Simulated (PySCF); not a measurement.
Trend along the second period: MPt molecules

PBE0 with triple-zeta basis sets in PySCF, for the lowest determinant that a PBE0 search found; no spin–orbit coupling. De refers to high-spin ground-configuration atoms. A positive dipole means M(−)Pt(+).

```tsv
M	basis	state (unpaired electrons)	Re (Å)	ωe (cm⁻¹)	De (eV)	μ (D)
B	x2c-TZVPPall	doublet (σ ↑)	1.746	934	5.61	1.14
C	def2-TZVPP	singlet (closed shell)	1.662	1100	6.06	1.25
N	x2c-TZVPPall	doublet (π ↑)	1.661	1028	3.54	1.93
O	x2c-TZVPPall	triplet (π ↑↑)	1.708	894	4.06	2.71
F	def2-TZVPP	doublet (σ ↑)	1.886	608	3.44	3.66
```

(1) By what factor does the well depth vary along the series?

The rows differ in basis set, which adds steps of its own.

The state changes along the series, so neighbouring rows are not always alike in their bonding.

The metal atom is held in its measured ground configuration; semilocal functionals can put another filling of s and d lower by some tenths of an eV, and De to that atom would be smaller. These are scalar-relativistic numbers at best; spin–orbit coupling would shift them, the dissociation energy most. With d or f electrons several states lie close, and the lowest PBE0 determinant need not be the measured ground state.

Answers

(1) At PBE0 it runs from 3.44 eV (PtF) to 6.06 eV (PtC), a factor of 1.76.
